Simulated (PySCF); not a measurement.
Nuclear quadrupole coupling in `C=C[C@@H](C)C(C)(C)C(=O)Cl`

Species: C8H13ClO.
Structure used (GFN2-xTB), in Å, numbered top down from 1:
```
atom  x, y, z in Å
C1     2.0270    1.7162   -0.6688
C2     1.5404    0.7747    0.1180
C3     0.6599   -0.3458   -0.3505
C4     1.1926   -1.6772    0.1825
C5    -0.8230   -0.0996    0.0563
C6    -1.3482    1.1605   -0.6457
C7    -1.0067    0.0423    1.5696
C8    -1.6586   -1.2696   -0.3935
O9    -2.3441   -1.9765    0.2643
Cl10  -1.5857   -1.5591   -2.1470
H11    2.6648    2.4991   -0.2947
H12    1.8087    1.7448   -1.7241
H13    1.7874    0.7654    1.1709
H14    0.6873   -0.3752   -1.4437
H15    2.1910   -1.8520   -0.2122
H16    0.5552   -2.5037   -0.1233
H17    1.2555   -1.6715    1.2677
H18   -2.4004    1.3126   -0.4157
H19   -0.7874    2.0257   -0.3018
H20   -1.2362    1.0804   -1.7233
H21   -2.0593    0.1891    1.8000
H22   -0.6754   -0.8524    2.0882
H23   -0.4497    0.8989    1.9367
```

Field gradients from the PBE0/pcSseg-1 density (PySCF, non-relativistic), principal values in atomic units, ordered |Vxx| ≤ |Vyy| ≤ |Vzz|:

| atom | Vxx | Vyy | Vzz |
| --- | --- | --- | --- |
| O9 | 0.4051 | 1.2257 | -1.6307 |
| Cl10 | -1.1321 | -2.0374 | 3.1696 |

Q: Find the asymmetry η = (Vxx − Vyy)/Vzz and the couplings χ = eQV/h (234.96 MHz × Q in barn × V in au), with Q(17O) = −0.0256 b, Q(35Cl) = −0.0817 b.

A: 
```csv
atom,environment,nucleus,η,χzz (MHz),χxx (MHz),χyy (MHz)
O9,carbonyl oxygen,17O,0.50,9.81,-2.44,-7.37
Cl10,chlorine bonded to C,35Cl,0.29,-60.84,21.73,39.11
```

Q: What is Vzz at Cl10 in SI units (1 au = 9.71736 × 10²¹ V/m²)?

A: 3.1696 au = 30.800 × 10²¹ V/m².

Q: And the gradient at the other heavy atoms, for which no coupling is worked out here?

A: 
```csv
atom,environment,Vzz (au),η
C1,terminal =CH2 carbon,0.310,0.41
C2,alkene CH carbon,0.325,0.59
C3,allylic carbon,0.096,0.87
C4,methyl carbon,0.072,0.13
C5,sp3 carbon next to a carbonyl,0.119,0.39
C6,methyl carbon,0.123,0.20
C7,methyl carbon,0.102,0.04
C8,acyl halide carbon,-0.511,0.54
```

Q: What couplings would deuterons (Q(2H) = 0.00286 b) have in place of the hydrogens, at this geometry?

A: 
```tsv
atom	bonded to	bond length (Å)	Vzz (au)	η	χzz (kHz)
H11	C1	1.077	0.3371	0.05	227
H12	C1	1.078	0.3345	0.05	225
H13	C2	1.082	0.3246	0.05	218
H14	C3	1.094	0.2907	0.01	195
H15	C4	1.088	0.3137	0.02	211
H16	C4	1.088	0.3116	0.04	209
H17	C4	1.087	0.3151	0.02	212
H18	C6	1.088	0.3130	0.03	210
H19	C6	1.087	0.3122	0.03	210
H20	C6	1.086	0.3122	0.03	210
H21	C7	1.087	0.3128	0.04	210
H22	C7	1.086	0.3159	0.03	212
H23	C7	1.086	0.3171	0.02	213
```

Geometry: GFN2-xTB, one conformer, isolated molecule. GFN2-xTB bond lengths can be off by several hundredths of an ångström, more for odd bonds, and the gradients follow them. The basis is small and wasn't made for field gradients, so the couplings can be 20 % off.
